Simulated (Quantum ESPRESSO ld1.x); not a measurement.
Results of a calculation; reference values are marked as such.
Task: Ionisation of Ti3+, [Ar] 3d1, to Ti4+, [Ar], under several functionals. Non-relativistic Kohn-Sham, spin-polarised, spherical densities, point nucleus; open shells are filled with parallel spins first; ld1.x of Quantum ESPRESSO 7.5. Known Delta-SCF values: LDA (Slater exchange, VWN5 correlation) 44.016 eV. What does LDA (Slater exchange, Perdew-Wang correlation) give, and what is its highest occupied eigenvalue?

Result: 44.007 eV by Delta-SCF; the 3d eigenvalue is -35.584 eV. NIST: 43.267 eV (measured).
